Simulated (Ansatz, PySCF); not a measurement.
Reaction (SMILES): [I][Cs] -> [I][Cs] as doublet, charge -1 (an electron is taken up)
Each molecule is optimised on its own at B3LYP-D3(BJ)/def2-TZVP (Ansatz, a program for electronic structure). A spin state is the lowest found, not a proven ground state.

Property: adiabatic electron affinity (0 K, with B3LYP-D3(BJ) harmonic zero-point energies from PySCF), positive where the reaction releases energy, in eV. UHF or UKS for open shells. Spin-orbit coupling is left out. In def2 rows, elements after Kr have scalar-relativistic effective core potentials. Anions need diffuse functions: def2-D sets add few; the other sets have none. 

```
level                         program  adiabatic electron affinity (eV)
---------------------  --------------  --------------------------------
PBE-D3(BJ)/def2-TZVPD  Ansatz + dftd3                              0.65
r2SCAN-D4/def2-TZVPD   Ansatz + dftd4                              0.57
B3LYP/def2-TZVPD               Ansatz                              0.68
PBE0-D3(BJ)/def2-TZVP  Ansatz + dftd3                              0.62
BHLYP-D4/def2-TZVPD    Ansatz + dftd4                              0.57
BHLYP/def2-TZVPD               Ansatz                              0.57
```
